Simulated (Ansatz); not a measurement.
C2S, SMILES `[C]=C=S` (lower triplet) (charge 0, multiplicity 3). The linear singlet lies higher and needs more than one determinant, so no gap is given.

Method: Ansatz (a quantum-chemistry and plane-wave program) with B3LYP/cc-pVTZ // B3LYP-D3(BJ)/def2-TZVP.

Ansatz 0.2 input:
```yaml
crystal:
  periodic: [false, false, false]
  atoms:
    - { symbol: C, position_ang: [-1.394552, 0.00706, 0.00001] }
    - { symbol: C, position_ang: [-0.086127, -0.012267, 0.000001] }
    - { symbol: S, position_ang: [1.479173, -0.033517, -0.00001] }
basis:
  gaussian: { orbitals: cc-pVTZ }
hamiltonian:
  xc: b3lyp
magnetization:
  spin_polarized: true
  initial_magnetization: 2
```

Output:

```
Functional definition: B3LYP
612 factors; their error is unknown
mean field evaluation 1: about -12897.6063 eV, gradient 3.9e1 eV
mean field evaluation 2: about -12849.3716 eV, gradient 9.1e1 eV
mean field evaluation 4: about -12904.9731 eV, gradient 1.5e1 eV
mean field evaluation 8: about -12906.0998 eV, gradient 1.5e-1 eV
mean field evaluation 16: about -12906.1058 eV, gradient 3.9e-4 eV
mean field -12906.10575836 eV, -474.2906385471 hartree, gradient 9.8e-6 eV, S^2 2.018150; 2 other end points of the search recorded, 0 dependent functions left out
reference -12906.10596210 eV, -474.2906460343 hartree; 15, 13 occupied and 79, 81 virtual orbitals, 612 factors
Total energy: -12906.10596210 eV, -474.2906460343 hartree
```
